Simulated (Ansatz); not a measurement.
Ansatz (a program for electronic structure) input:

Ansatz 0.2 input:
```yaml
crystal:
  periodic: [false, false, false]
  atoms:
    - {symbol: N, position_ang: [-1.08570995, 2.09126386, 0.52831826]}
    - {symbol: Si, position_ang: [-0.79973773, 0.36362525, 0.86162133]}
    - {symbol: N, position_ang: [0.46956585, -0.37993518, 0.14297970]}
    - {symbol: Si, position_ang: [1.12208509, -1.24153157, -1.08865041]}
    - {symbol: H, position_ang: [-1.27682162, 2.25898347, -0.45447414]}
    - {symbol: H, position_ang: [-0.27614357, 2.65789201, 0.76084377]}
    - {symbol: H, position_ang: [-0.69762275, 0.37843255, 2.36305853]}
    - {symbol: H, position_ang: [-2.16103295, -0.21364038, 0.55573101]}
    - {symbol: H, position_ang: [1.84751455, -0.43873984, -2.14913532]}
    - {symbol: H, position_ang: [2.17920211, -2.23853883, -0.67339768]}
    - {symbol: H, position_ang: [0.18504987, -2.09300118, -1.92330499]}
basis:
  gaussian:
    orbitals: 6-31G*
hamiltonian:
  xc: {name: PBE0}
total_charge: -1
```

Problem. Predict the final energy.

Solution. -692.35432 Eh (PBE0/6-31G*).

It need not be the lowest isomer of its formula. Whether it binds its extra electron was not tested at this geometry.
